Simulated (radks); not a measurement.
Problem. These are the eigenvalues of the occupied orbitals of an atom or ion with whole-number occupations (Ry). Method: scalar-relativistic Kohn-Sham, PBE, spin-polarised, spherical densities, finite nucleus; Fermi nuclear charge, rms radius of each element as measured or else 0.836 A^(1/3) + 0.57 fm; computed with a radial shooting solver on a logarithmic mesh with Libxc functionals.

1s: -2205.920
2s: -462.3728
2p: -432.9288
3s: -185.4919

Which element is it, and in what charge state? The configuration may be excited. Open shells, if any, are filled with parallel spins first.

Solution. Z = 49, indium, charge +37: In37+ in [Ne] 3s2. The list shows which subshells hold electrons but not how many an open one holds; the 1s level, -1103 hartree, gives Z - s = 47.0 by -(Z - s)^2/2, which with screening and relativity narrows Z to a few neighbours, and the depths of the outer levels then fix element, charge and occupations together.
